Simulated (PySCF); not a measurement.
ClSr, multiplicity 2. Atoms are numbered in the order given.

```xyz
2

Sr     0.0000     0.0000    -0.8047
Cl     0.0000     0.0000     1.7988
```
Charge 0, spin multiplicity 2.

Geometry: B3LYP-D3(BJ)/def2-TZVPD. The spin state was assumed, not searched. The def2 effective core potentials stand for the cores of Sr; spin–orbit coupling is left out.

The numbers are results of PBE/def2-TZVPD in PySCF, not measurements.

Gas-phase values at a fixed geometry.

The total energy is -490.80228 hartree and the point group is C∞v. The α spin, highest occupied and lowest empty level is -3.63 and -1.82 eV, the β spin, highest occupied and lowest empty level is -6.46 and -2.76 eV and the dipole moment is 4.76 D. The mean static polarisability comes out as 178.7 bohr³ (26.48 Å³) and the polarisability, principal values is 157.0, 189.5, 189.5 bohr³. The ⟨S²⟩ is 0.750 (pure state 0.75).
